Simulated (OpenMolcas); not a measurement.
Pt2+: effect of the metal basis

Pt2+ with its 8 nearest fluoride ions at 2.284 Å, on the Ca site of CaF2 (a = 5.46294 Å, distance in the model lattice 2.366 Å). The rest of the host is ab initio model potentials to 7.6 Å and point charges beyond; the distance is set by hand and nothing relaxes.

| Quantity | Value |
| --- | --- |
| Program | OpenMolcas |
| Method | CASSCF |
| Spin-orbit coupling | state interaction with AMFI integrals over the reference wave functions |

Fixed: ligand basis ANO-RCC-VDZP, active space 8 electrons in 5 orbitals (5d), DKH2 Hamiltonian.

States (labels of O, the rotations of Oh). Energies in cm-1 above the lowest state or level, χT in cm3 K/mol; under a threefold ground state the first gap can be a small split of the lowest multiplet, not the spin-orbit step; 10Dq and B are least-squares fits to the states below 45000 cm-1, weighted by degeneracy, with a free offset, and given where the rms deviation is under 5 % of |10Dq| (or 100 cm-1) and under 700 cm-1; 10Dq is negative for this site.

```tsv
Run	Metal basis	Ground state	First state of that spin	10Dq	B (rms of fit)	First gap with spin-orbit (degeneracies)	χT at 300 K	First state of another spin	Cost
A	ANO-RCC-VDZP	3T1	3T2 8726	-9839	802 (60)	1971 (1, 3)	0.703	1T2 11888	roughly 18 core-seconds
B	ANO-RCC-VTZP	3T1	3T2 8541	-9664	814 (48)	1912 (1, 3)	0.731	1T2 11988	roughly 50 core-seconds
```

Against A, |10Dq| changes by -1.8 % in B.

Costs are those of the RASSCF and RASSI steps.

Without dynamic correlation the repulsion within the d shell is too large (B by tens of per cent), so at a given field states of lower spin stand too high. Real 4d8 and 5d8 ions are as a rule square planar and diamagnetic. With metal d orbitals alone the field can be off either way by tens of per cent. Ligand-to-metal charge-transfer states are missing. With no ligand orbital active B as a rule stays too high, so bands that hang on it stand too high and its fall with covalency is understated. No measured value stands beside these numbers; the geometry was set by hand and not optimised.
